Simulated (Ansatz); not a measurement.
**Ligand exchange: InH2(CH3) + C2H4Cl2 → InH2Cl + C3H7Cl**

Gas-phase species: InH2(CH3), singlet; C2H4Cl2 `CC(Cl)Cl`, singlet; InH2Cl `[Cl][InH2]`, singlet; C3H7Cl (2-chloropropane) `CC(C)Cl`, singlet. The partners trade CH3 for Cl: In–CH3 and C–Cl bonds give way to In–Cl and C–CH3.

Shapes, held fixed at every level: PBE0-D4/def2-TZVP. Programs: Ansatz 0.2.0. Electronic energies: no zero-point or thermal term.

**Question.** Estimate ΔE of this reaction.

**Answer.** The highest level, CCSD(T)/def2-TZVPP, gives ΔE = -184.7 kJ/mol; the levels span -214.7 to -176.5. The column of differences is taken from that level and isn't an error. No measured value is set beside it here. For atoms past krypton def2 sets carry core potentials with scalar relativity. Outer-core shells of In are correlated, in sets that cover them unevenly.

| level | kind | ΔE (kJ/mol) | less CCSD(T)/def2-TZVPP |
| --- | --- | --- | --- |
| HF/def2-TZVPP | Hartree–Fock | -214.7 | -30.0 |
| SPW92/def2-TZVPP | LDA | -176.5 | +8.2 |
| PBE-D4/def2-TZVPP | GGA | -177.3 | +7.4 |
| r2SCAN-D4/def2-TZVPP | meta-GGA | -189.5 | -4.8 |
| BHLYP-D4/def2-TZVPP | global hybrid | -199.0 | -14.3 |
| B2PLYP/def2-TZVPP | double hybrid | -188.0 | -3.3 |
| CCSD/def2-SVP | coupled cluster or CI | -205.0 | -20.3 |
| CCSD(T)/def2-TZVPP | coupled cluster or CI | -184.7 | 0.0 |
